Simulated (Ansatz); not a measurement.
Isolated molecules relaxed with PBE0-D4/def2-TZVP in Ansatz; ΔE leaves out vibrations. CBS: MP2 limit from def2 TZ/QZ plus the TZ coupled-cluster correction, frozen cores. DFT in def2-TZVPP. Elements past krypton have def2 core potentials. For Sn, Te outer-core shells are correlated without core-valence functions, which leaves a few kJ/mol of doubt a bond. One conformer a species, not always the lowest.

Reaction (redistribution): `[SH][SnH3]` + `[SiH3]CC1=C[Te]1` → `[SiH3][CH2][SnH2][SH]` + `C1=C[Te]1`

`[SH][SnH3]`:

Cartesian coordinates in Å:
```
S -1.184 -1.271 0.671
Sn 0.515 0.298 0.010
H -2.017 -0.930 -0.326
H -0.124 1.879 0.052
H 1.054 -0.076 -1.564
H 1.756 0.099 1.156
```

`[SiH3]CC1=C[Te]1`:

Z-matrix (Å, degrees):
```
Si
C 1 1.898
H 1 1.486 2 107.6
H 1 1.482 2 110.0 3 119.3
H 1 1.483 2 109.7 3 -119.2
C 2 1.455 1 111.8 3 173.3
H 2 1.096 1 109.4 3 51.3
H 2 1.095 1 107.3 3 -65.8
Te 6 2.203 2 134.9 1 59.0
C 6 1.273 2 153.2 1 -111.4
H 10 1.076 6 148.6 2 -6.6
```

`[SiH3][CH2][SnH2][SH]`:

Z-matrix (Å, degrees):
```
Si
C 1 1.870
H 1 1.485 2 110.5
H 1 1.490 2 110.2 3 119.6
H 1 1.487 2 110.5 3 -120.8
Sn 2 2.145 1 114.2 3 68.5
H 2 1.094 1 110.0 3 -171.5
H 2 1.093 1 110.2 3 -53.1
S 6 2.410 2 109.7 1 -24.2
H 6 1.705 2 111.1 1 90.5
H 6 1.710 2 110.9 1 -144.7
H 9 1.343 6 94.0 2 -65.4
```

`C1=C[Te]1`:

Cartesian coordinates in Å:
```
C 0.620 -0.078 0.224
C -0.626 0.160 0.154
Te 0.028 -0.399 -1.843
H 1.516 -0.133 0.819
H -1.538 0.450 0.646
```

(1) Is it downhill or uphill in electronic energy at CCSD(T)/CBS, and by how much? (Estimate.)

(2) What do these levels give: ωB97M-V, B2PLYP, MP2/def2-TZVPP, MP2/def2-QZVPP, SCS-MP2/def2-QZVPP, CCSD/CBS(def2)? (Best estimate.)

Largest T1 diagnostic among the species: 0.012.

## Answers

(1) The calculation gave: Downhill: ΔE = -0.14 eV.

(2) Ansatz gave: ωB97M-V -0.06, B2PLYP -0.03, MP2/def2-TZVPP -0.07, MP2/def2-QZVPP -0.09, SCS-MP2/def2-QZVPP -0.09, CCSD/CBS(def2) -0.13 eV.

In def2-TZVPP, CCSD(T) changes the Hartree–Fock value by −0.11 eV (the triples alone add −0.01 eV) and MP2 by −0.08 eV.
